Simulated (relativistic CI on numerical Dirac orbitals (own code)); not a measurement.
**Energy levels of Pb⁴²⁺**

These numbers are calculated, not measured: Dirac-Coulomb-Breit CI, KLI orbitals optimised for each configuration, model QED (radiative potential, 1s self-energy scaled to tabulated hydrogen-like ionisation energies), unscaled Slater integrals (own radial code, finite nucleus).

Configuration list (outside the closed core [Ar] 3d10): 4s²4p⁶4d⁴, 4s²4p⁶4d³4f, 4s²4p⁵4d⁵, 4s4p⁶4d⁵, 4s²4p⁵4d⁴4f, 4s4p⁶4d⁴4f, 4s²4p⁶4d³5s, 4s²4p⁶4d²4f5s, 4s²4p⁶4d³5p, 4s²4p⁶4d³5d, 4s²4p⁵4d⁴5s, 4p⁶4d⁵4f, 4s²4p⁶4d³5f, 4s²4p⁶4d²5s5p, 4s4p⁶4d³4f5s, 4s²4p⁶4d³6s, 4s²4p⁶4d³6p, 4p⁶4d⁵5p, 4p⁶4d⁶, 4p⁵4d⁷, 4p⁵4d⁶4f, 4s²4p⁶4d²5s², 4s²4p⁶4d4f5s², 4s²4p⁵4d²4f5s², 4s4p⁶4d²4f5s². Double excitations out of closed p, d and f shells are left out; levels of such configurations are missing from the list, as are those of other unlisted configurations, and high levels can miss mixing partners. These lack a partner that the ground configuration has and come out too high: 4s²4p⁵4d⁴5s.

The lowest level is 4s²4p⁶4d⁴ ³P0, with 59 % of that term; Hund's rules for 4s²4p⁶4d⁴ give ⁵D with J = 0, of which the calculation keeps J, while another term leads.

```tsv
No.	Configuration	Term	J	E (eV)	%	Next component (%)	Landé g	Lifetime (s)
1	4s²4p⁶4d⁴	³P	0	0.000	59	27 ⁵D		
2	4s²4p⁶4d⁴	⁵D	1	26.810	58	41 ³P	1.495	3.95e-06
3	4s²4p⁶4d⁴	³F	4	32.788	28	24 ³H	1.065	
4	4s²4p⁶4d⁴	⁵D	2	33.944	36	18 ³D	1.214	3.09e-04
5	4s²4p⁶4d⁴	³F	3	35.457	29	20 ³G	1.124	9.48e-03
6	4s²4p⁶4d⁴	⁵D	0	58.167	65	22 ¹S		1.52e-06
7	4s²4p⁶4d⁴	⁵D	2	58.490	51	15 ³F	1.273	2.20e-06
8	4s²4p⁶4d⁴	³H	4	59.542	40	35 ⁵D	1.147	3.85e-06
9	4s²4p⁶4d⁴	⁵D	3	60.229	48	32 ³G	1.174	3.89e-06
10	4s²4p⁶4d⁴	³H	5	62.281	66	33 ³G	1.083	7.60e-06
11	4s²4p⁶4d⁴	¹I	6	63.858	53	46 ³H	1.072	1.97e-02
12	4s²4p⁶4d⁴	³D	1	64.623	42	41 ³P	1.075	3.74e-06
13	4s²4p⁶4d⁴	³F	3	66.200	44	23 ³D	1.072	5.57e-06
14	4s²4p⁶4d⁴	³G	4	66.540	54	39 ¹G	1.032	1.84e-05
15	4s²4p⁶4d⁴	³F	2	67.427	33	30 ³D	1.076	1.25e-05
16	4s²4p⁶4d⁴	³F	2	73.991	49	30 ³P	0.990	2.74e-06
17	4s²4p⁶4d⁴	³F	4	75.734	65	26 ¹G	1.189	9.82e-06
18	4s²4p⁶4d⁴	¹D	2	81.869	42	30 ³P	1.115	3.81e-05
19	4s²4p⁶4d⁴	³P	0	89.688	58	42 ¹S		6.15e-06
20	4s²4p⁶4d⁴	⁵D	4	91.269	37	23 ³H	1.164	1.72e-06
21	4s²4p⁶4d⁴	³F	3	91.882	42	30 ⁵D	1.202	1.53e-06
22	4s²4p⁶4d⁴	³D	1	94.478	50	28 ³P	0.993	1.21e-06
23	4s²4p⁶4d⁴	³G	5	94.760	66	33 ³H	1.140	3.11e-06
24	4s²4p⁶4d⁴	³H	6	95.140	53	46 ¹I	1.083	3.66e-06
25	4s²4p⁶4d⁴	³F	2	99.079	46	38 ³P	1.061	1.87e-06
26	4s²4p⁶4d⁴	³D	3	99.862	35	33 ¹F	1.085	2.54e-06
27	4s²4p⁶4d⁴	¹S	0	103.572	75	19 ³P		3.39e-06
28	4s²4p⁶4d⁴	³F	3	107.005	65	31 ¹F	1.060	2.98e-06
29	4s²4p⁶4d⁴	³P	1	107.080	89	8 ³D	1.417	2.05e-06
30	4s²4p⁶4d⁴	¹G	4	107.712	65	23 ³F	1.049	2.48e-06
31	4s²4p⁶4d⁴	¹D	2	109.370	60	27 ³P	1.122	2.83e-06
32	4s²4p⁶4d⁴	³F	4	127.839	47	21 ¹G	1.166	1.16e-06
33	4s²4p⁶4d⁴	¹D	2	132.874	34	24 ³D	1.106	1.12e-06
34	4s²4p⁶4d⁴	³P	0	145.851	51	46 ¹S		8.71e-07
35	4s²4p⁵4d⁵	⁵D°	4	221.427	32	24 ³F°	1.366	1.53e-10
36	4s²4p⁵4d⁵	³P°	2	225.116	24	17 ³D°	1.285	1.36e-10
37	4s²4p⁵4d⁵	³D°	3	230.442	28	22 ⁵P°	1.335	1.52e-10
38	4s²4p⁵4d⁵	³D°	1	235.898	29	13 ⁵F°	0.803	4.64e-12
39	4s²4p⁵4d⁵	⁷P°	4	246.390	40	15 ³G°	1.378	1.29e-10
40	4s²4p⁵4d⁵	⁵P°	3	250.507	21	18 ³F°	1.341	9.41e-11
41	4s²4p⁵4d⁵	⁵F°	5	251.483	35	30 ⁵G°	1.266	1.10e-10
42	4s²4p⁵4d⁵	⁵P°	2	251.603	19	17 ³F°	1.236	3.03e-11
43	4s²4p⁵4d⁵	⁵G°	6	252.373	37	34 ³H°	1.201	1.70e-10
44	4s²4p⁵4d⁵	⁵P°	1	253.054	39	28 ³P°	1.656	1.46e-10
45	4s²4p⁵4d⁵	⁵D°	3	253.244	28	21 ⁵F°	1.281	4.10e-11
46	4s²4p⁵4d⁵	³F°	4	254.368	40	17 ⁵G°	1.150	8.60e-11
47	4s²4p⁵4d⁵	³P°	2	254.978	24	13 ⁵D°	1.306	3.98e-11
48	4s²4p⁵4d⁵	³I°	7	255.796	43	39 ⁵H°	1.169	2.35e-10
49	4s²4p⁶4d³4f	³H°	4	255.876	23	20 ⁵I°	0.931	6.41e-11
50	4s²4p⁵4d⁵	³F°	4	257.607	16	13 4s²4p⁶4d³4f ³H°	1.067	6.78e-11
51	4s²4p⁵4d⁵	³G°	5	257.925	30	16 ³H°	1.099	2.22e-11
52	4s²4p⁶4d³4f	³F°	2	258.318	27	16 ³D°	0.945	5.20e-11
53	4s²4p⁵4d⁵	³F°	3	259.171	31	18 ³D°	1.193	7.00e-11
54	4s²4p⁵4d⁵	³H°	5	261.393	30	30 ³G°	1.157	1.77e-10
55	4s²4p⁵4d⁵	³H°	6	261.411	44	20 ⁵G°	1.150	2.35e-10
56	4s²4p⁵4d⁵	³F°	4	261.510	24	24 ³G°	1.176	2.60e-10
57	4s²4p⁶4d³4f	³G°	3	262.296	25	18 ⁵H°	0.892	2.37e-11
58	4s²4p⁵4d⁵	³D°	2	262.757	25	17 ³F°	1.218	6.30e-11
59	4s²4p⁵4d⁵	⁵D°	0	263.078	43	32 ³P°		4.71e-12
60	4s²4p⁵4d⁵	³D°	1	263.211	35	18 ³P°	0.837	1.74e-11
61	4s²4p⁵4d⁵	³F°	2	264.961	28	17 ¹D°	1.074	2.95e-11
62	4s²4p⁵4d⁵	⁵F°	1	266.292	20	17 ³P°	1.020	5.37e-12
63	4s²4p⁵4d⁵	³G°	3	266.874	13	12 ⁵D°	1.150	1.46e-11
64	4s²4p⁵4d⁵	³D°	2	268.609	29	18 ⁵F°	1.054	1.16e-11
65	4s²4p⁵4d⁵	³F°	4	270.427	24	20 ³G°	1.134	2.94e-11
66	4s²4p⁵4d⁵	³G°	5	270.646	38	16 ¹H°	1.113	4.18e-11
67	4s²4p⁵4d⁵	³G°	4	271.242	13	13 ³F°	1.014	4.55e-12
68	4s²4p⁵4d⁵	³D°	2	272.455	16	11 ³P°	1.151	1.31e-11
69	4s²4p⁶4d³4f	³G°	3	272.888	13	12 4s²4p⁵4d⁵ ³F°	1.004	6.35e-12
70	4s²4p⁶4d³4f	⁵I°	5	274.420	25	24 ³H°	1.007	8.71e-12
```

Energies count from the lowest computed level; ° marks odd parity; lifetimes are radiative, by E1, M1, E2, M2, E3 decay to levels of this space only; some are left blank where a channel outside the calculation adds to the decay or the decay crosses a small, uncertain gap.

The mean weight of the leading LS term, summed over parents, in these 70 levels is 39 %, and that of the leading jj configuration (from the same eigenvectors) 87 %, so jj coupling describes them better and the LS labels are nominal.

At this charge energies of transitions that change n are usually good to better than 1 %, and those within a shell (Δn = 0) to a few per cent.

LS names give the leading component of a level, which can be under half, so a name can repeat, a term be missing and a line seem to break the LS rules.
